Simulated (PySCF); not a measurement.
Coordinates in bohr (charge -1 multiplicity 1):
```
K     0.0000    0.0000    0.0000
Cl    5.4272    0.0000    0.0000
Cl   -5.4272    0.0000    0.0000
```

These are results of PySCF, PBE0, basis K def2-TZVPD, Cl def2-TZVPD (no relativity, density fitting), not measurements.

This geometry of KCl₂⁻ is a stationary point at this level.

Question: What is the point group?

Answer: D∞h.

Question: Is it a minimum?

Answer: Yes: all harmonic wavenumbers are real, though the softest, 44 cm⁻¹, leaves little margin.

Question: Give the atomic charges and bond orders.

Answer: 
```tsv
atom	Mulliken	Löwdin	polar tensor	Mayer order to K1
K1	0.78	0.44	0.85	–
Cl2,3	-0.89	-0.72	-0.93	0.21
```

Question: Give the ideal-gas entropy at 298.15 K and 1 bar by parts.

Answer: translation 167.4, rotation 76.3, vibration 60.8, spin 0.0; total 304.4 J/(mol K).

Other isomers or separated fragments may lie lower. The lowest empty level of this anion is unbound, so it and the gap depend on the basis.
